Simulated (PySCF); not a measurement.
# Ionisation energy of Ho⁵³⁺ by level of theory

Ho⁵³⁺ [Ne] 3s2 3p2 (3P) → Ho⁵⁴⁺ [Ne] 3s2 3p1 (2P), as a difference of total energies. Calculation: PySCF 2.14, in an even-tempered Gaussian basis (17 s from 13 bohr⁻², ratio 2.5; 12 p from 17 bohr⁻², ratio 2.5; 4 d from 65 bohr⁻², ratio 2.7; 4 f from 97 bohr⁻², ratio 2.7); scalar relativity by spin-free X2C-1e. Correlated levels: outer shells: 1s2 frozen; virtual orbitals above 40 to 60 times the deepest correlated orbital energy dropped. The calculations carry no spin-orbit coupling.

```json
{"method": "UHF", "ionisation energy (eV)": "4996.2"}
{"method": "LDA", "ionisation energy (eV)": "4997.2"}
{"method": "PBE", "ionisation energy (eV)": "4998.3"}
{"method": "PBE0", "ionisation energy (eV)": "4998.1"}
{"method": "r2SCAN", "ionisation energy (eV)": "4998.7"}
{"method": "r2SCANh", "ionisation energy (eV)": "4998.5"}
{"method": "SCS-MP2 (outer shells)", "ionisation energy (eV)": "4996.5"}
```

Estimate what r2SCAN0 gives.

4998.4 eV, closest to PBE among the rows shown.

Estimate what MP2 (outer shells) gives.

4996.8 eV, closest to SCS-MP2 (outer shells) among the rows shown.

Spin-orbit coupling is strong in these open shells (close to jj coupling). The scalar numbers leave it out and a first-order estimate fails, so it can dominate the gap to the real levels.

Breit and QED terms and the two-electron picture change are absent.

For comparison: 5135 ± 5 eV (theoretical estimate listed by NIST; NIST Atomic Spectra Database, ionization energies).
